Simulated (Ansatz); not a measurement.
Task: Predict a relaxed structure of SiF2Cl2 (SiCl2F2), charge 0, singlet, at PBE0-D4/def2-SVP (Ansatz).

Result: 
Cartesian coordinates in Å:
```
Si 0.069 0.028 0.015
F 0.468 0.899 1.293
F 1.382 -0.154 -0.875
Cl -1.334 1.011 -1.052
Cl -0.585 -1.783 0.619
```
Point group C2v (tolerance 0.1 Å). This is one stationary point.
